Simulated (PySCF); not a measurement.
C2H4NO, SMILES C[N]C=O, multiplicity 2.

Coordinates come from a B3LYP-D3(BJ)/def2-SVP optimisation. The isomer is the one that the SMILES or the coordinates give; other isomers of the formula were not compared. The values are those of a single conformer.

Method: PySCF 2.14.0 with TDA-PBE/def2-SVPD.

Vertical excitations. Isolated molecule, no solvent.

Estimate the UV-visible absorptions. (An estimate is asked for; the answer gives what the named calculation found.)


```tsv
state	energy (eV)	λ (nm)	f	main pairs
root 1	0.86	1435	0.000	β HOMO→LUMO 99 %
root 2	1.85	670	0.008	β HOMO−1→LUMO 97 %
root 3	4.31	288	0.008	α HOMO−1→LUMO 8 %, β HOMO−2→LUMO 87 %
root 4	4.83	257	0.000	α HOMO→LUMO 52 %, β HOMO→LUMO+1 43 %
root 5	5.11	243	0.014	α HOMO−1→LUMO 16 %, β HOMO−3→LUMO 75 %
root 6	5.35	232	0.004	α HOMO→LUMO 34 %, α HOMO−1→LUMO 22 %, β HOMO→LUMO+1 31 %, β HOMO−3→LUMO 9 %
root 7	5.71	217	0.003	α HOMO−2→LUMO 23 %, β HOMO−4→LUMO 56 %, β HOMO−1→LUMO+1 16 %
root 8	5.74	216	0.038	α HOMO−1→LUMO 7 %, β HOMO−1→LUMO+1 39 %, β HOMO−4→LUMO 19 %, β HOMO→LUMO+1 13 %, β HOMO−3→LUMO 6 %
root 9	5.93	209	0.046	α HOMO−2→LUMO 15 %, β HOMO−5→LUMO 63 %
root 10	6.24	199	0.004	α HOMO−2→LUMO 44 %, α HOMO−1→LUMO 7 %, β HOMO−5→LUMO 16 %, β HOMO−1→LUMO+1 15 %, β HOMO−4→LUMO 12 %
```
Unrestricted roots are not spin-pure.
